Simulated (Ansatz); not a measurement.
Molecule: sum formula SiHCl, net charge 0, singlet state. SMILES: Cl[SiH]
Structure (B3LYP-D3(BJ)/def2-TZVP (Ansatz, a quantum-chemistry and plane-wave program) minimum search):
```
Si
H 1 1.5263
Cl 1 2.0943 2 94.91
```

Property: vertical ionisation energy (to the doublet state of charge +1; each state is the SCF solution reached for its spin; for the singlet the Hartree-Fock reference is unstable and T1 is 0.013), in eV. Cores are frozen in the correlated levels unless marked. Open shells are spin-unrestricted. Spin-orbit coupling is left out. No relativistic terms. CBS(X,Y): correlation extrapolated as X^-3; Hartree-Fock from the larger set.

CCSD(T)/CBS(aug-cc-pV(T+d)Z,aug-cc-pV(Q+d)Z) (Ansatz) gives 9.61 eV.

Q: Another calculation gave 9.50 eV. Which level was it?
(A) PBE/def2-TZVPD (Ansatz)
(B) CAM-B3LYP/def2-TZVPD (Ansatz)
(C) PBE0/def2-TZVPD (Ansatz)

A: B, CAM-B3LYP/def2-TZVPD (Ansatz). The others give 9.24 (PBE), 9.37 (PBE0) eV.
